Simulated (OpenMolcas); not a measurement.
Rh4+: moving the ligands

Rh4+ with 6 ligands (fluoride) in octahedral coordination (Oh) at 1.91 Å. A charge of +0.333 e stands 2.4 Å behind each ligand. Ligand basis ANO-RCC-VDZP.
```
Rh    0.0000    0.0000    0.0000
F     1.9100    0.0000    0.0000
F     0.0000    1.9100    0.0000
F    -1.9100    0.0000    0.0000
F     0.0000   -1.9100    0.0000
F     0.0000    0.0000    1.9100
F     0.0000    0.0000   -1.9100
```

| Quantity | Value |
| --- | --- |
| Program | OpenMolcas 26.06 |
| Method | SS-CASPT2, IPEA 0.25 Eh, imaginary shift 0.1 Eh (closed shells correlated: 4s 4p and the ligand valence shells) |
| Basis | ANO-RCC-VDZP [6s5p3d1f] |
| Scalar Hamiltonian | DKH2, point nucleus |
| Active space | 5 electrons in 5 orbitals (4d) |
| State averaging | 2S+1 = 6 even, 1 root; 2S+1 = 4 even, 24 roots; 2S+1 = 2 even, 75 roots |
| Spin-orbit coupling | state interaction with AMFI integrals over the reference wave functions |

Runs around this geometry, states (labels of O, the rotations of Oh). Energies in cm-1 above the lowest state or level, χT in cm3 K/mol; under a threefold ground state the first gap can be a small split of the lowest multiplet, not the spin-orbit step; 10Dq and B are least-squares fits to the states below 45000 cm-1, weighted by degeneracy, with a free offset, and given where the rms deviation is under 5 % of |10Dq| (or 100 cm-1) and under 700 cm-1.

| R (Å) | Ground state | First state of that spin | 10Dq | B (rms of fit) | First gap with spin-orbit (degeneracies) | χT at 300 K | First state of another spin |
| --- | --- | --- | --- | --- | --- | --- | --- |
| 1.88 | 2T2 | 25280 | 29420 | 550 (509) | 2340 (2, 4) | 0.528 | 2S+1 = 4: 19960 |
| 1.91 | 2T2 | 23620 | 27728 | 548 (498) | 2360 (2, 4) | 0.534 | 2S+1 = 4: 18410 |
| 1.99 | 2T2 | 19960 | 23946 | 546 (632) | 2410 (2, 4) | 0.551 | 2S+1 = 4: 15150 |

Taking |10Dq| as R^-n, n = -ln(23946 / 29420) / ln(1.99 / 1.88) = 3.6 between the shortest and longest distance. The point-charge formula for a cubic d site gives n = 5.

Roots that are degenerate in the reference are averaged as groups; the widest CASPT2 spread within a group is 850 cm-1 (the 3-fold group of multiplicity 2 near 59400 cm-1 above the lowest state of its run, R = 1.88). Shifts and gaps below about the spread of the groups concerned are not significant. Over all roots computed the reference weight is 0.67 to 0.69 in R = 1.88, 0.66 to 0.69 in R = 1.91, 0.64 to 0.68 in R = 1.99; a low but even weight reflects the number of correlated electrons. An orbital triplet at a regular site is open to Jahn-Teller coupling, which can distort the site and quench the lowest spin-orbit gaps and is left out. The least metal-like active orbital is 71 % on the metal (Löwdin) and no ligand orbital is active, so the numbers are rough. Ligand-to-metal charge-transfer states are missing. With no ligand orbital active B as a rule stays too high, so bands that hang on it stand too high and its fall with covalency is understated. With one d shell and no ligand orbital active, 10Dq can be off by a tenth or more. No measured value stands beside these numbers; the geometry was imposed, not optimised, and the real ion may take another.

A state without a sure symmetry label is named by its multiplicity alone.
